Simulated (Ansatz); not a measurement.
Consider the cleavage of the B–Si bond: `B[SiH]1BS1` + HBr → `BBr` + `B1[SiH2]S1`.

Computed with Ansatz on PBE0-D4/def2-TZVP structures; ΔE is electronic, products minus reactants. CBS: MP2 limit from def2 TZ/QZ plus the TZ coupled-cluster correction, frozen cores. Functionals use def2-TZVPP. For Br outer-core shells are correlated without core-valence functions, which leaves a few kJ/mol of doubt a bond. Scalar relativity is left out up to krypton.

Task: Is it downhill or uphill in electronic energy at CCSD(T)/CBS, and by how much? (Best estimate.)

Result: The calculation gave: Downhill: ΔE = -92.1 kJ/mol.

Task: What do these levels give: PBE-D4, BLYP-D4, ωB97M-V, B2PLYP, r2SCAN, PBE0, HF/def2-SVP, CCSD/def2-SVP, CCSD(T)/def2-SVP, SCS-MP2/def2-TZVPP, MP2/def2-QZVPP, MP2/CBS(def2)? (Estimate.)

Result: The calculation gave: PBE-D4 -77.3, BLYP-D4 -80.6, ωB97M-V -92.8, B2PLYP -93.1, r2SCAN -85.0, PBE0 -85.7, HF/def2-SVP -102.4, CCSD/def2-SVP -92.5, CCSD(T)/def2-SVP -91.6, SCS-MP2/def2-TZVPP -99.3, MP2/def2-QZVPP -99.7, MP2/CBS(def2) -100.3 kJ/mol.

Largest T1 diagnostic among the species: 0.020.

Leaving LDA and LC-ωPBE aside and taking each functional with its dispersion term where it has one, the values, not all of them listed here, spread over 16.4 kJ/mol, from PBE-QIDH to revPBE-D4. From PBE to PBE0 (25 % exact exchange), in def2-TZVPP and without D4, ΔE moves by −6.2 kJ/mol. The D4 term adds +3.4 kJ/mol with B3LYP and +2.1 kJ/mol with PBE0; it sums over pairs of atoms, weighted by their polarisabilities, and B3LYP, whose exchange is more repulsive, gets the larger term.

B3LYP here is the variant with VWN-RPA as its local correlation; programs differ in this.
